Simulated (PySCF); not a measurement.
Two structures of GeH₃F, singlet, reached by relaxing down either side of one saddle point (PBE0-D4/def2-TZVP). Energies are electronic, without zero-point energy. Computed with PySCF 2.14 with density fitting (its default auxiliary sets; JK sets also for MP2 and CCSD(T)) (basis: def2-TZVPP and def2-QZVPP); correlated methods freeze the cores. Filled d shells of the heavier atoms are correlated. The def2 sets are not built for correlating such inner shells, so the correlated values are less sure here. Extrapolation: Hartree–Fock as exp(−7.88 √X), correlation as X^−2.97. First:

Ge1  (-0.417, -0.347, 0.957)
F2  (-0.160, -1.755, -0.071)
H3  (0.723, 0.935, -0.628)
H4  (-0.005, 1.078, -0.799)
H5  (1.142, -0.146, 1.305)
(Å)

Second:

Ge1  (-0.932, -0.388, 0.718)
F2  (0.654, -0.795, -1.021)
H3  (0.829, 0.104, -1.170)
H4  (-0.914, 1.015, -0.067)
H5  (0.372, 0.040, 1.535)
(Å)

Q: Which bonds change from the first to the second?

A: GeHF ([F][GeH]) + H₂ → GeH₂ + HF; bonds formed: Ge1–H4, F2–H3; bonds broken: Ge1–F2, H3–H4.

Q: Give the saddle point's structure and its height above each. (An estimate is asked for; the value comes from the calculation.)

A: By the calculation: 1.199 eV above the first and 0.512 eV above the second (CCSD(T) at an estimated basis limit (MP2 extrapolated from triple and quadruple zeta, plus CCSD(T) − MP2 in triple zeta)).
```
atom    x (Å)    y (Å)    z (Å)
 Ge1  -0.9581  -0.1482   0.4537
  F2   0.4408  -1.0614  -0.7181
  H3   0.4055   0.1362  -0.7885
  H4  -0.0280   1.0117  -0.5346
  H5   0.1398   0.0619   1.5875
```

The search had been set up for a 1,1-elimination (forming F2–H3, breaking Ge1–F2, Ge1–H3); from that guess it ended on this step instead.

T1 diagnostic: at most 0.014.

Labels in which every atom is bracketed show which atoms are joined, not bond orders.

For scale, one of the runs: CCSD(T)/def2-TZVPP, 121 basis functions, launched by `OMP_NUM_THREADS=4 python run.py`. The run took 32 s on 4 CPU threads of a Oxide Virtual Turin-like (shared host), with 0.67 GiB of host memory at its peak.
